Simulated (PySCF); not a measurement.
## `InChI=1S/C5H9FOSi/c1-2-5-3-4-8(6)7-5/h2,5,8H,1,3-4H2/t5-,8+/m1/s1`

Geometry:
```json
{"atom": "C1", "x (Å)": "2.865", "y (Å)": "-0.359", "z (Å)": "0.495"}
{"atom": "C2", "x (Å)": "1.816", "y (Å)": "0.039", "z (Å)": "-0.200"}
{"atom": "C3", "x (Å)": "0.432", "y (Å)": "0.156", "z (Å)": "0.355"}
{"atom": "C4", "x (Å)": "-0.479", "y (Å)": "-0.973", "z (Å)": "-0.167"}
{"atom": "C5", "x (Å)": "-1.925", "y (Å)": "-0.483", "z (Å)": "-0.063"}
{"atom": "Si6", "x (Å)": "-1.703", "y (Å)": "1.367", "z (Å)": "-0.422"}
{"atom": "F7", "x (Å)": "-2.531", "y (Å)": "2.307", "z (Å)": "0.590"}
{"atom": "O8", "x (Å)": "-0.131", "y (Å)": "1.403", "z (Å)": "-0.030"}
{"atom": "H9", "x (Å)": "3.841", "y (Å)": "-0.452", "z (Å)": "0.051"}
{"atom": "H10", "x (Å)": "2.787", "y (Å)": "-0.613", "z (Å)": "1.539"}
{"atom": "H11", "x (Å)": "1.901", "y (Å)": "0.303", "z (Å)": "-1.245"}
{"atom": "H12", "x (Å)": "0.463", "y (Å)": "0.132", "z (Å)": "1.451"}
{"atom": "H13", "x (Å)": "-0.296", "y (Å)": "-1.892", "z (Å)": "0.389"}
{"atom": "H14", "x (Å)": "-0.233", "y (Å)": "-1.150", "z (Å)": "-1.216"}
{"atom": "H15", "x (Å)": "-2.303", "y (Å)": "-0.633", "z (Å)": "0.950"}
{"atom": "H16", "x (Å)": "-2.573", "y (Å)": "-1.034", "z (Å)": "-0.738"}
{"atom": "H17", "x (Å)": "-1.938", "y (Å)": "1.893", "z (Å)": "-1.747"}
```

Computed, not measured: PySCF, TDDFT BHandHLYP/def2-SVPD circular dichroism and optical rotation, one conformer, gas phase. Geometry: GFN2-xTB.

The molecule is flexible and this is one conformer; a measurement averages over conformers.

Task: Assign R or S to each stereocentre.

Result: C3 S, Si6 R.

Task: List the lowest 8 singlet excitations with oscillator and rotatory strengths.

Result: Rotatory strengths R in 10⁻⁴⁰ esu² cm², velocity form and length form (origin at the centre of mass); f in length form.
```
state  E (eV)  λ (nm)      f  R (velocity)  R (length)                                  main
    1    7.51     165  0.389         +23.1       +29.0      HOMO→LUMO 0.65, HOMO→LUMO+1 0.22
    2    7.68     161  0.155         -28.1       -33.7    HOMO→LUMO+1 0.41, HOMO→LUMO+2 0.27
    3    7.99     155  0.005          +1.6        +1.5    HOMO→LUMO+3 0.48, HOMO→LUMO+4 0.25
    4    8.14     152  0.027         -42.1       -41.5  HOMO−1→LUMO 0.22, HOMO−1→LUMO+1 0.19
    5    8.20     151  0.007          +3.7        +3.4      HOMO→LUMO+5 0.29, HOMO→LUMO 0.18
    6    8.39     148  0.002          -2.2        -4.3  HOMO−1→LUMO+2 0.43, HOMO−1→LUMO 0.12
    7    8.53     145  0.041         -30.4       -29.0    HOMO−1→LUMO 0.21, HOMO→LUMO+5 0.19
    8    8.64     144  0.003         -11.4       -10.9  HOMO→LUMO+4 0.26, HOMO−1→LUMO+1 0.18
```

Among the states computed, the strongest CD band (largest |R|) is state 4. The largest dissymmetry factor in size, g = 4R/(D+G), with D and G the electric and magnetic dipole strengths, is -0.044 for state 8 (velocity form, f = 0.003), among bands with |R| over 0.5. The mirror image has the same energies and oscillator strengths and all R with the opposite sign.
